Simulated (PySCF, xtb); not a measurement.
C₃H₉FOSi, SMILES CC(C)(F)[SiH2]O. Other conformers were not sampled.

Harmonic wavenumbers (cm⁻¹) from GFN2-xTB (xtb) at its own minimum, in rising order: 44, 134, 180, 205, 223, 256, 295, 357, 366, 417, 529, 590, 610, 733, 763, 809, 844, 917, 948, 958, 1008, 1137, 1189, 1213, 1397, 1409, 1477, 1488, 1491, 1504, 2272, 2339, 3009, 3014, 3034, 3042, 3047, 3052, 3646.

Task: What does PBE-D3(BJ)/def2-SVP (PySCF) give at its own minimum? (An estimate is asked for; the answer gives what the named calculation found.)

Result: 66, 136, 197, 218, 255, 273, 334, 352, 389, 423, 578, 613, 692, 799, 811, 877, 901, 908, 929, 937, 965, 1101, 1181, 1190, 1330, 1340, 1391, 1404, 1410, 1429, 2144, 2184, 2963, 2966, 3052, 3058, 3071, 3072, 3711. Paired by order, the mean absolute difference is 44 cm⁻¹ and the zero-point energies are 71.4 and 71.0 kcal/mol.
